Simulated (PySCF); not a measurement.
YbBr2 at several levels of theory

Computed with PySCF 2.14.0 (density fitting, no spin-orbit coupling) at the geometry relaxed with PBE0:

```xyz
3
YbBr2 (singlet in the valence; each metal's 4f electrons, 14 of them, lie in its core potential, out of spins and levels)
Yb    0.0000    0.0000    0.2131
Br    2.7210    0.0000    0.2283
Br   -2.7210    0.0000    0.2283
```

```tsv
level	basis	state	HOMO (eV)	gap (eV)	charge on Yb1 (e)	population of f-type functions on Yb1 (polarisation alone where 4f lies in the core)	dipole about the centre of mass (D)	largest force component (eV/Å)
PBE0	Yb lcecp-0-SVP with ECP60, Br def2-SVP	singlet	–	–	0.81	0.01	0.09	0.00
PBE	the same	singlet	–	–	0.68	0.01	0.09	0.07
TPSS	the same	singlet	–	–	0.77	0.01	0.09	0.10
```

In the lcecp rows the 4f levels are missing from HOMO and gap, and the state counts the valence alone.

Charges are Mulliken's, which hang on the basis. The relaxation used the grid (50, 194), these runs (75, 302) or, all-electron (x2c bases, spin-free X2C Hamiltonian), (99, 590).

(1) What does PBE0 with Yb lcecp-0-TZVP with ECP60, Br def2-TZVP give here?

An lcecp potential fixes the number of 4f electrons, so in runs with it no electron can move into or out of that shell.

## Answers

(1) state singlet, charge on Yb1 (e) 1.17, population of f-type functions on Yb1 (polarisation alone where 4f lies in the core) 0.01, dipole about the centre of mass (D) 0.09, largest force component (eV/Å) 0.01. Time: 11 s on 2 threads of Arm Neoverse V1, with other jobs on the host, from free ions and atoms.
